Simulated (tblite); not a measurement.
Species: C₂H₁₁AsB₂.
Z-matrix (Å and degrees, GFN2-xTB geometry), rows numbered from 1:
```
C 
B   1  1.5825
C   2  1.5907  1  116.34
B   2  1.6750  1  123.11  3   179.92
As  4  2.1391  2  110.10  1  -178.34
H   1  1.0911  2  107.78  3   -85.48
H   1  1.0891  2  113.61  3    31.84
H   1  1.0872  2  114.11  3   156.54
H   3  1.0952  2  108.24  1  -111.82
H   3  1.0970  2  111.41  1   132.18
H   3  1.0888  2  115.48  1     8.47
H   4  1.1974  2  116.99  1    69.07
H   4  1.1969  2  117.68  1   -65.15
H   5  1.4898  4  124.75  2   -57.66
H   5  1.4905  4  124.69  2    65.17
H   5  1.4890  4  120.81  2  -176.30
```

Computed values, GFN2-xTB/tblite, gas phase, harmonic and unscaled. The method is semi-empirical: single wavenumbers can be off by several per cent or more. Modes of hydrogen on arsenic and boron can be 10 to 20 % off. One conformer, not necessarily the lowest.

Harmonic wavenumbers (cm⁻¹): 49.4, 64.0, 87.4, 122.0, 157.0, 174.9, 179.9, 243.0, 261.7, 322.7, 408.4, 560.4, 628.4, 700.3, 815.7, 845.8, 868.3, 891.7, 900.3, 971.7, 1011.8, 1021.1, 1100.5, 1111.6, 1158.2, 1362.6, 1381.3, 1472.8, 1486.2, 1487.6, 1503.7, 1986.4, 1991.3, 1995.5, 2359.1, 2384.4, 2906.6, 2942.1, 2989.6, 3008.6, 3014.2, 3035.9.

A = 6775, B = 1254, C = 1092 MHz; mass 132.026 u (most abundant isotopes); point group C1, symmetry number 1.

**Question.** Zero-point energy?

**Answer.** ½Σν̃ = 25982 cm⁻¹ = 74.29 kcal/mol.

**Question.** Entropy at 200 K, 1 bar (ideal gas, RRHO, classical rotation)?

**Answer.** Translation 38.59, rotation 26.75, vibration 21.80: S = 87.1 cal/(mol K).

**Question.** And Cp and H(200 K) − H(0)?

**Answer.** Cp = 28.82 cal/(mol K), of which vibrations give 20.87 (their classical limit is 42 R = 83.5); H(200 K) − H(0) = 3.92 kcal/mol without the zero-point energy, 2.33 from vibrations.

**Question.** Which modes carry the vibrational entropy at 200 K?

**Answer.** 49.4 cm⁻¹: 4.05; 64.0 cm⁻¹: 3.55; 87.4 cm⁻¹: 2.94; 122.0 cm⁻¹: 2.31; 157.0 cm⁻¹: 1.85; 174.9 cm⁻¹: 1.66 cal/(mol K); the other 36 give 5.44 together.

**Question.** Blend soft modes into free rotors: weight 1/[1 + (100 cm⁻¹/ν̃)⁴] for the oscillator and the rest for a rotor with moment μB/(μ + B), μ = h/(8π²ν), B = 10⁻⁴⁴ kg m². What vibrational entropy results?

**Answer.** 20.27 cal/(mol K) in place of 21.80, which changes −T·S at 200 K by +0.31 kcal/mol.

**Question.** How do the functions run with temperature in this model?

**Answer.** 
```csv
T (K),S (cal/(mol K)),Cp (cal/(mol K)),H − H(0) (kcal/mol),G − H(0) (kcal/mol),ln q(vib)
100,70.1,20.8,1.42,-5.59,2.05
300,100.2,36.3,7.17,-22.90,7.91
500,122.1,49.9,15.85,-45.20,12.95
800,148.8,63.8,33.07,-85.99,19.67
1000,163.8,70.1,46.49,-117.29,23.70
```

q(vib) and H(0) count from the zero-point level.

Hindered rotation and anharmonicity are outside this model. Other conformers, if any are populated, would add a mixing term that is left out. The structure is chiral; the term R ln 2 for an equal mix with its mirror image is left out.
